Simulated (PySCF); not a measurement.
# `CC(C)[C@H](C)CBr`, C$_{6}$H$_{13}$Br

Cartesian coordinates in Å; atom numbers follow the order of the lines, from 1:
```xyz
20

C     1.0516   -1.6272    0.0384
C     0.6059   -0.2147    0.4202
C     1.8039    0.7311    0.3304
C    -0.5562    0.2779   -0.4645
C    -1.0794    1.6402   -0.0106
C    -1.7115   -0.7142   -0.5294
Br   -2.4444   -1.1364    1.2325
H     1.2827   -1.6840   -1.0243
H     0.2917   -2.3673    0.2754
H     1.9470   -1.8940    0.5950
H     0.2619   -0.2315    1.4601
H     1.5709    1.7113    0.7363
H     2.6374    0.3262    0.8998
H     2.1231    0.8481   -0.7037
H    -0.1872    0.3693   -1.4955
H    -1.3771    1.6034    1.0355
H    -0.3226    2.4093   -0.1284
H    -1.9448    1.9312   -0.6036
H    -1.4152   -1.6657   -0.9649
H    -2.5427   -0.3024   -1.1014
```

Method: PySCF 2.14.0, GIAO PBE0/pcSseg-1 magnetisability, rotational g tensor and spin-rotation constants, non-relativistic, gas phase. Geometry: GFN2-xTB.

The calculation is non-relativistic, which matters for the atoms heavier than Zn.

Give the nuclear spin-rotation constants along the inertial axes (H = +C I·J) beside the isotropic shieldings.

Rotational constants 2.7645, 0.9779, 0.8456 GHz. A star marks the isotopologue with that one atom substituted, in its own axes.
| atom | isotope | Caa (kHz) | Cbb (kHz) | Ccc (kHz) | mean (kHz) | σ (ppm) |
| --- | --- | --- | --- | --- | --- | --- |
| Br7 | 79Br | 2.216 | 1.309 | 0.612 | 1.379 | 2498.0 |
| H8 | 1H | -0.250 | -0.111 | -0.005 | -0.122 | 31.2 |
| H9 | 1H | 0.017 | -0.086 | -0.091 | -0.053 | 30.2 |
| H10 | 1H | -0.215 | -0.051 | -0.060 | -0.109 | 30.8 |
| H11 | 1H | -0.201 | -0.104 | -0.004 | -0.103 | 30.0 |
| H12 | 1H | -0.307 | -0.018 | -0.053 | -0.126 | 30.3 |
| H13 | 1H | -0.245 | -0.034 | -0.066 | -0.115 | 30.8 |
| H14 | 1H | -0.189 | -0.114 | -0.020 | -0.107 | 31.1 |
| H15 | 1H | -0.178 | -0.113 | -0.019 | -0.103 | 30.6 |
| H16 | 1H | -0.212 | -0.104 | -0.007 | -0.108 | 30.2 |
| H17 | 1H | -0.001 | -0.090 | -0.087 | -0.059 | 30.3 |
| H18 | 1H | -0.236 | -0.050 | -0.059 | -0.115 | 31.0 |
| H19 | 1H | -0.287 | 0.004 | -0.048 | -0.110 | 27.8 |
| H20 | 1H | -0.223 | -0.011 | -0.061 | -0.098 | 28.2 |
| C1 | 13C* | 0.445 | 0.130 | 0.127 | 0.234 | 164.3 |
| C2 | 13C* | 0.480 | 0.154 | 0.139 | 0.258 | 153.5 |
| C3 | 13C* | 0.367 | 0.150 | 0.135 | 0.217 | 163.8 |
| C4 | 13C* | 0.481 | 0.187 | 0.156 | 0.275 | 141.5 |
| C5 | 13C* | 0.434 | 0.127 | 0.123 | 0.228 | 167.1 |
| C6 | 13C* | 0.499 | 0.224 | 0.148 | 0.290 | 133.3 |

For the geometry as given, no vibrational averaging.

How do the rotational constants and the g tensor change when H8, H9, H10, H11, H12, H13, H14, H15, H16, H17, H18, H19, H20 are replaced by deuterium?

Constants 2.1525, 0.8580, 0.7348 GHz; g 0.0036, 0.0002, -0.0006, against 0.0047, 0.0003, -0.0005 before.
